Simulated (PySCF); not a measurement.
## Pt2 at several levels of theory

Computed with PySCF 2.14.0 (density fitting, no spin-orbit coupling) at the geometry relaxed with PBE:

```xyz
2
Pt2 (triplet)
Pt    0.0000    0.0000    1.1776
Pt    0.0000    0.0000   -1.1776
```

| level | basis | state | HOMO (eV) | gap (eV) | charge on Pt1 (e) | dipole about the centre of mass (D) | largest force component (eV/Å) |
| --- | --- | --- | --- | --- | --- | --- | --- |
| PBE | Pt def2-SVP with ECP60 | triplet | -5.36 | 0.32 | 0.00 | 0.00 | 0.01 |
| r2SCAN | the same | triplet | -5.58 | 0.86 | 0.00 | 0.00 | 0.56 |
| wB97X | the same | triplet | -8.80 | 7.16 | 0.00 | 0.00 | 0.56 |
| BLYP | the same | triplet | -5.25 | 0.33 | 0.00 | 0.00 | 0.52 |
| PBE | Pt def2-TZVP with ECP60 | triplet | -5.34 | 0.32 | 0.00 | 0.00 | 0.18 |
| PBE | Pt x2c-SVPall | triplet | -5.43 | 0.30 | 0.00 | 0.00 | 0.49 |

HOMO and gap are taken over both spins. Charges are Mulliken's, which hang on the basis. The relaxation used the grid (50, 194), these runs (75, 302) or, all-electron (x2c bases, spin-free X2C Hamiltonian), (99, 590).

**Question.** What does BP86 with Pt def2-SVP with ECP60 give here?

**Answer.** state triplet, HOMO (eV) -5.52, gap (eV) 0.33, charge on Pt1 (e) 0.00, dipole about the centre of mass (D) 0.00, largest force component (eV/Å) 0.01. Time: 1.6 s on 2 threads of Arm Neoverse V1, with other jobs on the host, from an already converged density.

Open shells may have lower solutions than the one found.

A gap near or under zero over both spins lies within a partly filled shell and is no excitation energy.
